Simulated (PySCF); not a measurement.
**Circular dichroism: `N#CC=C=C([SiH3])C#N`, C$_{5}$H$_{4}$N$_{2}$Si**

Molfile (atoms numbered from 1):
```
C5H4N2Si
     RDKit          3D

 12 11  0  0  0  0  0  0  0  0999 V2000
    3.7916   -0.3201   -0.9250 N   0  0  0  0  0  0  0  0  0  0  0  0
    2.8798   -0.2530   -0.2126 C   0  0  0  0  0  0  0  0  0  0  0  0
    1.7730   -0.1822    0.6857 C   0  0  0  0  0  0  0  0  0  0  0  0
    0.5371    0.0106    0.2797 C   0  0  0  0  0  0  0  0  0  0  0  0
   -0.7051    0.1441   -0.1213 C   0  0  0  0  0  0  0  0  0  0  0  0
   -1.7278   -1.4141   -0.5387 Si  0  0  0  0  0  4  0  0  0  0  0  0
   -1.3207    1.4251   -0.2665 C   0  0  0  0  0  0  0  0  0  0  0  0
   -1.8818    2.4308   -0.4023 N   0  0  0  0  0  0  0  0  0  0  0  0
    1.9824   -0.2909    1.7578 H   0  0  0  0  0  0  0  0  0  0  0  0
   -2.9510   -1.4064    0.3106 H   0  0  0  0  0  0  0  0  0  0  0  0
   -2.0946   -1.3579   -1.9804 H   0  0  0  0  0  0  0  0  0  0  0  0
   -0.8621   -2.5861   -0.2390 H   0  0  0  0  0  0  0  0  0  0  0  0
  1  2  3  0
  2  3  1  0
  3  4  2  0
  4  5  2  0
  5  6  1  0
  5  7  1  0
  7  8  3  0
  3  9  1  0
  6 10  1  0
  6 11  1  0
  6 12  1  0
M  END
```

Method: TDDFT CAM-B3LYP/aug-cc-pVDZ circular dichroism and optical rotation, one conformer, gas phase (PySCF 2.14.0). Geometry: PBE0-D3(BJ)/def2-SVP.

No stereocentre is labelled: unless the shape is locked (an allene, a helicene, a hindered biaryl), the mirror image is equally populated and a measured rotation or CD is zero.

Which excitations and rotatory strengths does the calculation give?

Rotatory strengths R in 10⁻⁴⁰ esu² cm², velocity form and length form (origin at the centre of mass); f in length form.
| state | E (eV) | λ (nm) | f | R (velocity) | R (length) | main |
| --- | --- | --- | --- | --- | --- | --- |
| 1 | 5.01 | 248 | 0.001 | +2.6 | +2.7 | HOMO→LUMO 0.92 |
| 2 | 5.50 | 225 | 0.001 | +1.5 | +1.8 | HOMO−1→LUMO+1 0.90 |
| 3 | 6.17 | 201 | 0.132 | +44.4 | +45.0 | HOMO→LUMO+1 0.66, HOMO−1→LUMO 0.23 |
| 4 | 6.22 | 199 | 0.199 | +46.6 | +47.1 | HOMO−2→LUMO 0.68, HOMO−1→LUMO 0.14 |
| 5 | 6.25 | 199 | 0.649 | -45.3 | -46.9 | HOMO−1→LUMO 0.51, HOMO−2→LUMO 0.19 |
| 6 | 6.57 | 189 | 0.001 | -7.8 | -8.0 | HOMO−3→LUMO+1 0.79 |
| 7 | 6.99 | 177 | 0.004 | -6.8 | -6.8 | HOMO→LUMO+2 0.43, HOMO→LUMO+10 0.14 |
| 8 | 7.07 | 175 | 0.0004 | +1.7 | +1.7 | HOMO−1→LUMO+3 0.23, HOMO−1→LUMO+2 0.14 |
| 9 | 7.38 | 168 | 0.009 | -9.7 | -9.7 | HOMO−2→LUMO+1 0.46 |
| 10 | 7.45 | 166 | 0.0009 | +0.9 | +0.7 | HOMO→LUMO+2 0.29, HOMO→LUMO+10 0.12 |
| 11 | 7.53 | 165 | 0.003 | +1.0 | +1.1 | HOMO−1→LUMO+2 0.60 |
| 12 | 7.65 | 162 | 0.191 | -1.7 | -1.5 | HOMO−3→LUMO 0.70 |

Among the states computed, the strongest CD band (largest |R|) is state 4. The largest dissymmetry factor in size, g = 4R/(D+G), with D and G the electric and magnetic dipole strengths, is -0.053 for state 6 (velocity form, f = 0.001), among bands with |R| over 0.5. The mirror image has the same energies and oscillator strengths and all R with the opposite sign.
